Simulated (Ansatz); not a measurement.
`BB(O)N=C` + CH₄ → `BB(C)O` + `C=N` at 500 K and 1 bar (formal exchange of groups at a B–N bond).

Computed with Ansatz on PBE0-D4/def2-TZVP structures; ΔE is electronic, products minus reactants. CCSD(T)/CBS adds triple-zeta CCSD(T) − MP2 to the extrapolated MP2 energy (def2 sets, frozen cores). This one scheme is used for every species. One conformer a species, not always the lowest.

| species | CCSD(T)/CBS energy (Eh) | H − E (kJ/mol) | S (J/(mol·K)) |
| --- | --- | --- | --- |
| `BB(O)N=C` | -220.53253 | 227.2 | 394.0 |
| CH₄ | -40.46206 | 135.6 | 206.8 |
| `BB(C)O` | -166.44417 | 238.8 | 372.6 |
| `C=N` | -94.52360 | 124.2 | 249.5 |

H − E and S are ideal-gas, rigid-rotor, harmonic terms from PBE0-D4/def2-TZVP, for one conformer and one mirror image of each species. 1 Eh = 2625.50 kJ/mol, R = 8.31446 J/(mol·K).

Task: By hand: ΔE, ΔH, ΔS and ΔG.

Result: ΔE = (-166.44417) + (-94.52360) − (-220.53253) − (-40.46206) = 0.02682 Eh = 70.4 kJ/mol. Δ(H − E) = 238.8 + 124.2 − 227.2 − 135.6 = 0.2, so ΔH = 70.6 kJ/mol. ΔS = 372.6 + 249.5 − 394.0 − 206.8 = 21.3 J/(mol·K). ΔG = 70.6 − 500 × (21.3)/1000 = 59.9 kJ/mol.

Task: By hand: the equilibrium constant, and the temperature at which ΔG would vanish if ΔH and ΔS stayed fixed.

Result: log₁₀ K = −ΔG/(RT ln 10) = -6.3. ΔG = 0 at ΔH/ΔS = 3315 K, far beyond where these terms or the molecules hold.

ΔH outweighs TΔS. A doubt of 5 kJ/mol in ΔE shifts log₁₀ K by 0.5 here. Other conformers and mirror images would add mixing entropy, several J/(mol·K) or more a flexible species. Modes under 60 cm⁻¹, often nearly free rotors, make the harmonic entropy too high. These are equilibria of isolated gas molecules and say nothing of rates. Largest T1 diagnostic: 0.014 (customary marks: 0.02 for closed shells, 0.045 for open ones).
